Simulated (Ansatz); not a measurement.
Ge(NH2)2 (GeN₂H₄), relaxed as a singlet with RKS r2SCAN-D4/def2-TZVP in Ansatz, starting from the GFN2-xTB geometry. Force threshold 0.02 eV/Å.

Start:

Cartesian coordinates in Å:
```
Ge -0.794 -0.008 -0.979
N 0.425 1.213 -0.408
H 0.599 2.085 -0.880
H 1.027 1.137 0.398
N -0.476 -1.213 0.345
H -0.968 -2.088 0.425
H 0.187 -1.126 1.099
```

Task: Estimate the energy that the relaxation releases and the steps that it takes.

Result: 1.3 kJ/mol, in 5 steps; 6.5 s on 4 threads of Arm Neoverse V1 on a shared host. No frequencies were taken in this run, so the end may be a saddle point.

Task: Does the start keep its bonding and symmetry?

Result: By distances, no bond broke or formed. The bond that changes most is Ge1–N2, from 1.82 to 1.83 Å (atoms count from 1). Point group C2v at the start, C2v at the end, both within 0.05 Å.

Task: Predict the relaxed structure.

Result: 
```xyz
7

Ge   -0.782   -0.008   -0.966
N     0.443    1.231   -0.406
H     0.576    2.095   -0.907
H     1.048    1.161    0.399
N    -0.478   -1.232    0.362
H    -0.991   -2.098    0.398
H     0.184   -1.149    1.120
```
Bond lengths: 2 × Ge–N 1.83 Å; 4 × H–N 1.01 Å.
